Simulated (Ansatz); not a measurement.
A structure relaxed at PBE0-D4/def2-TZVP, charge 0, multiplicity 1:

Cartesian coordinates in Å:
```
C -0.465 -0.381 2.879
N -0.321 -0.667 1.473
C -1.267 -1.659 1.012
Si 0.469 0.330 0.325
Cl 1.877 1.413 1.403
N 1.169 -0.706 -0.834
C 1.736 -1.985 -0.479
C 1.641 -0.223 -2.110
N -0.448 1.494 -0.536
C -1.417 1.049 -1.512
C -0.665 2.859 -0.128
H -0.323 -1.295 3.471
H -1.463 0.013 3.118
H 0.276 0.347 3.204
H -2.308 -1.334 1.156
H -1.122 -1.869 -0.049
H -1.139 -2.602 1.560
H 1.442 -2.757 -1.201
H 2.835 -1.948 -0.464
H 1.397 -2.292 0.510
H 1.341 -0.901 -2.920
H 2.737 -0.147 -2.132
H 1.231 0.765 -2.319
H -1.217 0.020 -1.816
H -1.377 1.676 -2.412
H -2.445 1.096 -1.124
H 0.093 3.176 0.586
H -0.614 3.530 -0.995
H -1.653 2.998 0.336
```

Give its formula and SMILES.

C6H18ClN3Si, `CN(C)[Si](Cl)(N(C)C)N(C)C`.

Point group (tolerance 0.08 Å, 0.16 Å for H)?

Cs.

Summarise the bond lengths by kind.

6 × C–N 1.442 to 1.445 Å; 18 × C–H 1.089 to 1.100 Å; 3 × N–Si 1.705 to 1.714 Å; 1 × Cl–Si 2.077 Å.

Program: Ansatz 0.2.0.
